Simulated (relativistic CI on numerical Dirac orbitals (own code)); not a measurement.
Calculated levels, Lu³¹⁺

Method of calculation: Dirac-Coulomb-Breit CI, orbitals from a KLI potential per configuration, QED by a radiative potential, unscaled Slater integrals (own radial code, finite nucleus).

Configuration list (outside the closed core [Ar] 3d10): 4s²4p⁶4d⁴, 4s²4p⁵4d⁵, 4s²4p⁶4d³4f, 4s4p⁶4d⁵, 4s4p⁶4d⁴4f, 4s²4p⁶4d³5s, 4s²4p⁶4d³5d, 4s²4p⁶4d³5g, 4p⁶4d⁶, 4p⁵4d⁷, 4s²4p⁶4d²5s², 4s²4p⁶4d4f5s², 4s4p⁶4d²4f5s², 4s²4p⁶4d5s²5d. Double excitations out of closed p, d and f shells are left out; levels of such configurations are missing from the list, as are those of other unlisted configurations, and high levels can miss mixing partners.

The lowest level is 4s²4p⁶4d⁴ ³P0, with 56 % of that term; Hund's rules for 4s²4p⁶4d⁴ give ⁵D with J = 0, of which the calculation keeps J, while another term leads.

```
No.  Configuration  Term  J  E (cm⁻¹)   %  Landé g  Lifetime (s)
  1      4s²4p⁶4d⁴    ³P  0         0  56                       
  2      4s²4p⁶4d⁴    ⁵D  1     86324  65    1.497      5.61e-05
  3      4s²4p⁶4d⁴    ⁵D  2    124072  56    1.304      7.13e-04
  4      4s²4p⁶4d⁴    ³F  4    126659  30    1.100              
  5      4s²4p⁶4d⁴    ⁵D  3    137034  34    1.204      1.80e-02
  6      4s²4p⁶4d⁴    ⁵D  0    201764  62               1.62e-05
  7      4s²4p⁶4d⁴    ⁵D  4    211632  41    1.158      5.34e-05
  8      4s²4p⁶4d⁴    ⁵D  2    211737  33    1.137      2.66e-05
  9      4s²4p⁶4d⁴    ⁵D  3    217194  43    1.111      4.96e-05
 10      4s²4p⁶4d⁴    ³H  5    232655  69    1.082      9.29e-05
 11      4s²4p⁶4d⁴    ³P  1    240179  48    1.158      3.70e-05
 12      4s²4p⁶4d⁴    ³H  6    243606  53    1.084      8.16e-02
 13      4s²4p⁶4d⁴    ³G  4    256194  59    1.032      2.09e-04
 14      4s²4p⁶4d⁴    ³F  3    256639  43    1.114      6.11e-05
 15      4s²4p⁶4d⁴    ³D  2    259626  36    1.105      1.51e-04
 16      4s²4p⁶4d⁴    ³F  2    297361  43    1.013      2.46e-05
 17      4s²4p⁶4d⁴    ³F  4    305249  56    1.228      4.85e-05
 18      4s²4p⁶4d⁴    ³F  3    334206  46    1.151      1.68e-05
 19      4s²4p⁶4d⁴    ¹G  4    337604  33    1.111      2.29e-05
 20      4s²4p⁶4d⁴    ³P  2    342379  47    1.229      2.02e-04
 21      4s²4p⁶4d⁴    ³D  1    348940  60    0.892      1.27e-05
 22      4s²4p⁶4d⁴    ³G  5    351830  69    1.144      3.56e-05
 23      4s²4p⁶4d⁴    ¹I  6    356801  53    1.076      3.96e-05
 24      4s²4p⁶4d⁴    ³P  0    366692  57               3.02e-05
 25      4s²4p⁶4d⁴    ³F  2    378008  53    1.038      1.85e-05
 26      4s²4p⁶4d⁴    ¹F  3    383424  38    1.088      2.61e-05
 27      4s²4p⁶4d⁴    ¹S  0    420393  66               4.46e-05
 28      4s²4p⁶4d⁴    ³F  3    425634  67    1.061      3.24e-05
 29      4s²4p⁶4d⁴    ³P  1    425987  93    1.441      2.02e-05
 30      4s²4p⁶4d⁴    ¹G  4    432193  74    1.039      2.13e-05
```

Energies count from the lowest computed level; lifetimes are radiative, by E1, M1, E2, M2, E3 decay to levels of this space only; some are left blank where a channel outside the calculation adds to the decay or the decay crosses a small, uncertain gap.

The mean weight of the leading LS term, summed over parents, in these 30 levels is 53 %, and that of the leading jj configuration (from the same eigenvectors) 88 %, so jj coupling describes them better and the LS labels are nominal.

At this charge energies of transitions that change n are usually good to better than 1 %, and those within a shell (Δn = 0) to a few per cent. Terms inside the open d or f shell come out 10 to 20 % too wide with unscaled integrals.

LS names give the leading component of a level, which can be under half, so a name can repeat, a term be missing and a line seem to break the LS rules.
